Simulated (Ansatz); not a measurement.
B(PF3)H3 (BPH₃F₃). Charge 0, multiplicity 1. Geometry B3LYP-D4/def2-SVP, basis def2-TZVP, Ansatz.

| run | HOMO (eV) | LUMO (eV) |
| --- | --- | --- |
| A | -8.75 | -0.92 |
| B | -9.80 | -0.24 |
| C | -13.18 | 3.51 |
| D | -8.51 | -1.48 |
| E | -8.41 | -1.22 |
| F | -12.11 | 1.89 |

Question: The runs used HF, LDA (SPW92), PBE, PBE0, r2SCAN, ωB97M-V. Estimate which is which.

Answer: A r2SCAN (0 % exact exchange); B PBE0 (25 % exact exchange); C HF (100 % exact exchange); D LDA (SPW92) (0 % exact exchange); E PBE (0 % exact exchange); F ωB97M-V (range-separated). Exact exchange lowers occupied and raises empty levels; among semilocal functionals meta-GGAs tend to open the gap a little, and such runs are hard to tell apart. The gap grows from 7.03 eV (LDA (SPW92)) to 16.69 eV (HF).
